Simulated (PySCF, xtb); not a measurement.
H4NO3Ta, SMILES [NH2][Ta](=[O])([OH])[OH], multiplicity 1.

GFN2-xTB (xtb 6.7.1) at its own geometry gives an orbital gap of 4.52 eV and a dipole moment of 4.51 D.

Coordinates come from a B3LYP-D3(BJ)/def2-SVP optimisation. The spin state was assumed, not searched. The structure was generated by enumeration; whether it is a known compound was not checked. The def2 effective core potentials stand for the cores of Ta; spin–orbit coupling is left out. The values are those of a single conformer.

Q: What does HF/def2-TZVP (PySCF) give? (The exact figures need the calculation; the answer reports its results.)

A: gap 13.53 eV (levels -11.41 and 2.12 eV), dipole 2.11 D.
